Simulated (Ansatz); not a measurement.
A run for Ansatz (a program for electronic structure): U-wB97X-V/def2-TZVPP on I2, a point of a bond scan (R = 7.276 Å). Elements past Kr take the def2 small-core potentials; no spin–orbit coupling.

Ansatz 0.2 input:
```yaml
crystal:
  periodic: [false, false, false]
  atoms:
    - {symbol: I, position_ang: [-0.00000000, -0.00000000, -1.34740410]}
    - {symbol: I, position_ang: [0.00000000, 0.00000000, 5.92857804]}
basis:
  gaussian:
    orbitals: def2-TZVPP
hamiltonian:
  xc: {name: wB97X-V}
magnetization: {spin_polarized: true, initial_magnetization: 0}
```

Give the final energy of this run.

-595.3355 hartree. Its determinant has ⟨S²⟩ = 1.01, a mixture of spin states.

How many basis functions does it have, and what does it roughly cost on one machine?

100 functions; roughly 2.3 core-minutes.
